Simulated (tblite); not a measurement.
Species: C5H6ClP3.
SMILES with atom numbers: `[CH3:1][CH2:2][c:3]1[p:4][cH:5][p:6][c:7]([Cl:8])[p:9]1` (hydrogens: H10, H11, H12 on C1; H13, H14 on C2; H15 on C5)

Geometry (GFN2-xTB, Å), atoms numbered from 1 in this order:
```xyz
15
C5H6ClP3 angstrom
C     -2.3000    0.3580    0.5477
C     -1.5399    0.0773   -0.7475
C     -0.0656   -0.0877   -0.4531
P      0.4027   -1.7282   -0.0992
C      2.0867   -1.6802    0.2894
P      3.2999   -0.4543    0.4005
C      2.4384    1.0003   -0.0111
Cl     3.4636    2.4184    0.0338
P      0.8114    1.4159   -0.4669
H     -2.1632   -0.4646    1.2479
H     -3.3625    0.4760    0.3508
H     -1.9256    1.2697    1.0112
H     -1.9354   -0.8328   -1.2064
H     -1.6950    0.9075   -1.4416
H      2.4801   -2.6676    0.5226
```

All values are computed: GFN2-xTB (tblite) harmonic vibrations without scaling, gas phase. Errors from tens to a few hundred cm⁻¹ against measured bands are possible. One conformer, not necessarily the lowest.

Harmonic wavenumbers (cm⁻¹): 42.1, 64.5, 75.7, 167.0, 176.4, 215.0, 245.9, 256.7, 304.1, 315.3, 353.3, 443.7, 501.6, 541.4, 611.1, 734.9, 750.6, 798.8, 802.0, 878.2, 977.8, 1009.9, 1060.4, 1070.1, 1131.0, 1165.4, 1241.1, 1261.6, 1302.7, 1405.7, 1470.6, 1490.9, 1495.6, 2949.6, 2959.9, 2983.4, 3016.6, 3021.4, 3038.2.

A = 1365, B = 649.6, C = 460.6 MHz; mass 193.937 u (most abundant isotopes); point group C1, symmetry number 1.

Task: Zero-point energy?

Result: ½Σν̃ = 21165 cm⁻¹ = 60.51 kcal/mol.

Task: Give the ideal-gas entropy at 273.15 K and 1 bar in the rigid-rotor, harmonic-oscillator model (classical rotation).

Result: Translation 41.28, rotation 30.78, vibration 29.17: S = 101.2 cal/(mol K).

Task: And Cp and H(273.15 K) − H(0)?

Result: Cp = 36.58 cal/(mol K), of which vibrations give 28.63 (their classical limit is 39 R = 77.5); H(273.15 K) − H(0) = 6.33 kcal/mol without the zero-point energy, 4.16 from vibrations.

Task: Blend soft modes into free rotors: weight 1/[1 + (100 cm⁻¹/ν̃)⁴] for the oscillator and the rest for a rotor with moment μB/(μ + B), μ = h/(8π²ν), B = 10⁻⁴⁴ kg m². What vibrational entropy results?

Result: 26.50 cal/(mol K) in place of 29.17, which changes −T·S at 273.15 K by +0.73 kcal/mol.

Task: How do the functions run with temperature in this model?

Result: 
```csv
T (K),S (cal/(mol K)),Cp (cal/(mol K)),H − H(0) (kcal/mol),G − H(0) (kcal/mol),ln q(vib)
50,62.3,13.6,0.52,-2.60,0.66
100,73.7,20.0,1.36,-6.01,2.01
298.15,104.5,38.7,7.28,-23.89,7.71
373.15,113.8,44.5,10.40,-32.08,9.75
500,128.0,52.4,16.57,-47.44,13.06
750,151.4,62.8,31.08,-82.48,19.04
1000,170.4,69.1,47.62,-122.78,24.33
```

q(vib) and H(0) count from the zero-point level.

Hindered rotation and anharmonicity are outside this model. Other conformers, if any are populated, would add a mixing term that is left out. The structure is chiral; the term R ln 2 for an equal mix with its mirror image is left out.
